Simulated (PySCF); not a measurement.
**LiSn: frontier orbitals**

PBE0 at R = 2.582 Å; Li def2-SVP, Sn def2-SVP with ECP28; scalar-relativistic core potentials (PySCF 2.14). State: ⁴Σ⁻ (quartet), unpaired electrons σ ↑, π ↑↑. Only the outer orbitals are listed, counted within each symmetry, core potentials removing the inner ones.

```json
{"spin": "α", "orbital": "5σ", "occ.": "1", "ε (eV)": "-11.62", "on Li (%)": "5", "main shells (%)": "95 Sn s"}
{"spin": "α", "orbital": "6σ", "occ.": "1", "ε (eV)": "-5.15", "on Li (%)": "26", "main shells (%)": "71 Sn p, 21 Li s"}
{"spin": "α", "orbital": "3π", "occ.": "1", "ε (eV)": "-4.31", "on Li (%)": "11", "main shells (%)": "89 Sn p, 11 Li p"}
{"spin": "α", "orbital": "3π", "occ.": "1", "ε (eV)": "-4.31", "on Li (%)": "11", "main shells (%)": "89 Sn p, 11 Li p"}
{"spin": "α", "orbital": "7σ", "occ.": "0", "ε (eV)": "-1.63", "on Li (%)": "96", "main shells (%)": "76 Li s, 20 Li p"}
{"spin": "α", "orbital": "4π", "occ.": "0", "ε (eV)": "0.22", "on Li (%)": "88", "main shells (%)": "88 Li p, 10 Sn p"}
{"spin": "α", "orbital": "4π", "occ.": "0", "ε (eV)": "0.22", "on Li (%)": "88", "main shells (%)": "88 Li p, 10 Sn p"}
{"spin": "β", "orbital": "5σ", "occ.": "1", "ε (eV)": "-9.43", "on Li (%)": "6", "main shells (%)": "94 Sn s"}
{"spin": "β", "orbital": "6σ", "occ.": "0", "ε (eV)": "-1.98", "on Li (%)": "41", "main shells (%)": "56 Sn p, 39 Li s"}
{"spin": "β", "orbital": "3π", "occ.": "0", "ε (eV)": "-1.14", "on Li (%)": "19", "main shells (%)": "81 Sn p, 19 Li p"}
{"spin": "β", "orbital": "3π", "occ.": "0", "ε (eV)": "-1.14", "on Li (%)": "19", "main shells (%)": "81 Sn p, 19 Li p"}
```

Question: Which are the highest filled and the lowest empty level, where do they sit, and how wide is the gap?

Answer: Highest filled α 3π at -4.31 eV (in %: 89 Sn p, 11 Li p); lowest empty β 6σ at -1.98 eV (in %: 56 Sn p, 39 Li s); the gap at PBE0 is 2.33 eV.

- bond order (Mayer): 0.91
- ⟨S²⟩: 3.752
- charge on Li (Mulliken, basis-dependent): 0.42
- charge on Li (Löwdin, basis-dependent): 0.24
- dipole moment (positive dipole means Li(−)Sn(+)): -5.94 D
- polarisability along the bond: 124.9 bohr³
- polarisability across the bond: 63.5 bohr³

Spin–orbit coupling is left out. The state is the lowest determinant that a PBE0 search found; another state may lie lower at other levels.
